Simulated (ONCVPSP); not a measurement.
## Potentials for carbon (C) compared

Generated with ld1.x 7.5 (TM, RRKJ, ultrasoft, PAW), atompaw 4.2 or ONCVPSP 4.0.1. The cutoff is in Ry: for ld1.x and atompaw files where the sum of valence levels is converged to 10 mRy in a Bessel basis, for ONCV files where the hardest occupied wave has 1 mHa per electron of residual kinetic energy. The error is the largest all-electron minus pseudo excitation energy over each file’s own four to seven test configurations (ionisations up to +4, promotions, holes and added fractions of an electron), all of which were solved. The labels leave out finer settings (local radius, basis sizes, second energies), which also bear on the numbers. Spin-polarised tests are not counted. The rows are a selection from randomly drawn settings: files with unsolved tests, undetermined cutoffs or missed reference levels are left out.

```tsv
potential	cutoff (Ry)	largest error (meV)	bound ghosts
ONCV, PBE, non-relativistic, rc 1.10/3.05 (sp), local smoothed, core correction yes, reference 2s1 2p3, qcut 6.8/4.5, projectors 2/2	39	+1908	none
ONCV, PBE, scalar-relativistic, rc 0.88/2.86/3.06 (spd), local s, core correction yes, reference 2s2 2p1, qcut 8.6/5.9/3.7, projectors 0/1/2	40	+944	none
ONCV, PBEsol, non-relativistic, rc 0.95/1.00/1.00 (spd), local smoothed, core correction yes, reference 2s2, qcut 7.3/9.5/8.8, projectors 2/2/1	43	+50	none
ONCV, PBEsol, scalar-relativistic, rc 1.02/0.70/0.75 (spd), local smoothed, core correction no, reference 2s2, qcut 6/12.8/11.7, projectors 2/2/1	41	+133	none
ONCV, PBE, scalar-relativistic, rc 1.15/1.90/1.85 (spd), local smoothed, core correction yes, reference 2s2 2p1, qcut 6.3/7/4.6, projectors 2/2/2	36	+367	none
```

Fill in the row for C: ONCV, PBEsol, scalar-relativistic, rc 1.00/1.05 (sp), local smoothed, core correction yes, reference 2s1, qcut 5.5/6.4, projectors 2/3.

cutoff 91 Ry, largest error +422 meV, bound ghosts: none.

Fill in the row for C: ONCV, PBE, scalar-relativistic, rc 1.35/2.50/2.55 (spd), local smoothed, core correction yes, reference 2s2 2p2, qcut 4.5/4.9/4.2, projectors 2/2/2.

cutoff 63 Ry, largest error +1554 meV, bound ghosts: none.
